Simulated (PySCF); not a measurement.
Mg(SeH)(GeH3) (GeH₄MgSe), SMILES [GeH3][Mg][SeH].

Geometry optimised at PBE-D3(BJ)/def2-SVP. The structure was generated by enumeration; whether it is a known compound was not checked. One conformer was computed; it need not be the lowest.

The numbers are results of PBE-D3(BJ)/def2-SVP (PySCF), not measurements.

Frequencies are harmonic and unscaled.

A small imaginary wavenumber (i) marks a very flat motion, where grid noise or a shallow saddle decides the sign.

| mode | ν (cm⁻¹) | IR (km/mol) | moving atoms (share of kinetic energy) |
|---|---|---|---|
| 1 | 21i | 3.0 | H 99 % |
| 2 | 81 | 16.1 | Mg 80 %, H 9 % |
| 3 | 85 | 13.9 | Mg 81 % |
| 4 | 154 | 0.7 | Ge 52 %, Se 46 % |
| 5 | 336 | 0.1 | H 92 % |
| 6 | 342 | 0.1 | H 90 % |
| 7 | 422 | 47.2 | Mg 85 %, Se 8 % |
| 8 | 468 | 2.1 | H 93 % |
| 9 | 755 | 282.1 | H 97 % |
| 10 | 860 | 29.3 | H 99 % |
| 11 | 860 | 30.6 | H 99 % |
| 12 | 2029 | 108.5 | H 99 % |
| 13 | 2043 | 114.8 | H 98 % |
| 14 | 2044 | 113.1 | H 98 % |
| 15 | 2338 | 14.0 | H 99 % |
